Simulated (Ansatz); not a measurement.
Cartesian coordinates (Å):
SMILES: C=[SiH]C(C)=O
```xyz
11

C      2.4648    -0.2102     0.2506
Si     0.8206    -0.6414     0.3220
C     -0.5306     0.6343    -0.1760
C     -1.9754     0.2309    -0.1047
O     -0.1772     1.7312    -0.5344
H      3.2674    -0.8867     0.5184
H      2.7644     0.7798    -0.0740
H      0.3556    -1.9807     0.7577
H     -2.6140     1.0560    -0.4205
H     -2.2266    -0.0694     0.9176
H     -2.1489    -0.6439    -0.7396
```
Charge 0, spin multiplicity 1.

Computed with frozen-core CCSD(T)/def2-TZVPP // PBE0-D3(BJ)/def2-TZVP run with Ansatz (a first-principles code). The restricted HF reference is unstable towards unrestricted orbitals.

| Property | Result |
|---|---|
| HF energy | -480.90557 Ha |
| MP2 correlation energy | -0.84356 Ha |

Q: Estimate the CCSD correlation energy, the (T) correction, the total energy and the T1 diagnostic.

A: 
```yaml
CCSD correlation energy: -0.88165 Ha
"(T) correction": -0.04138 Ha
CCSD(T) total energy: -481.82861 Ha
T1 diagnostic: 0.016
```
